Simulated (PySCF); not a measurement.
ORD: `InChI=1S/C5H11NSi2/c1-3-8-5-4-7(2)6-8/h1,6-8H,4-5H2,2H3/t7-,8+/m1/s1`

Geometry (Å), atoms numbered from 1 in this order:
```xyz
19

C     3.635    0.883    0.420
C     2.651    0.706   -0.247
Si    1.131    0.418   -1.274
C     0.514   -1.376   -1.145
C    -0.506   -1.475   -0.006
Si   -1.515    0.137    0.038
C    -2.101    0.672    1.759
N    -0.261    1.173   -0.569
H     4.497    1.038    1.004
H     1.366    0.899   -2.640
H     1.323   -2.093   -1.002
H     0.026   -1.644   -2.083
H    -1.125   -2.365   -0.125
H     0.030   -1.593    0.938
H    -2.657    0.104   -0.896
H    -2.543    1.662    1.722
H    -2.857   -0.008    2.137
H    -1.286    0.699    2.475
H    -0.334    2.173   -0.514
```

Level of theory: TDDFT CAM-B3LYP/def2-SVPD circular dichroism and optical rotation, one conformer, gas phase (PySCF 2.14.0). Geometry: GFN2-xTB.

The molecule is flexible and this is one conformer; a measurement averages over conformers.

Stereocentres: Si3 R, Si6 R.

(1) What is the specific rotation at 633, 589.3, 546, 436, 405, 365, 355 nm?

(2) And for the mirror image at 589.3 nm?

(3) What is the molar rotation [Φ] = [α]·M/100 of the geometry above at 589.3 nm?

## Answers

(1) [α] in deg dm⁻¹ (g/mL)⁻¹:
```tsv
λ (nm)	origin-invariant length gauge	modified velocity gauge	length gauge (centre of mass)	isotropic polarisability (au)
633	+73.7	+64.0	+74.3	113.4
589.3	+86.8	+75.5	+87.5	113.9
546	+103.7	+90.3	+104.6	114.5
436	+181.2	+158.6	+182.7	117.0
405	+220.6	+193.5	+222.5	118.1
365	+296.2	+260.8	+298.7	120.1
355	+321.8	+283.6	+324.4	120.7
```

(2) -86.8 deg dm⁻¹ (g/mL)⁻¹ (origin-invariant length gauge): the same size and the opposite sign.

(3) With M = 141.32 g/mol, +122.6 deg cm² dmol⁻¹ (origin-invariant length gauge).

The first excitation lies at 6.06 eV (205 nm) with R = -2.0 × 10⁻⁴⁰ esu² cm² (velocity form).
